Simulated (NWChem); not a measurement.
Total energies of HFSi

```
Si
F 1 1.6354
H 1 1.5468 2 96.80
```
Charge 0, spin multiplicity 1.

All runs are NWChem calculations. The geometry was optimised at PBE0/def2-SVP, a minimum by its harmonic frequencies.

Basis set: def2-TZVP (74 functions).

```tsv
method	total energy (Ha)	relative cost
RHF	-389.00796	1
MP2	-389.35686	under 3
B2PLYP	-389.81342	under 3
PBE	-389.73954	under 3
B3LYP	-390.00957	under 3
BHandHLYP	-389.95076	under 3
CCSD(T)	-389.38665	30
```

Total energies of different functionals aren't comparable as a measure of quality: only differences taken within one method are. The cost column gives rough processor time relative to RHF; each entry includes its own SCF.

The correlated methods keep 6 core orbitals frozen. B3LYP has NWChem's definition, with VWN1-RPA local correlation. The structure started from a generated list of species. Coupled-cluster values serve here as a point of comparison, not as the truth.
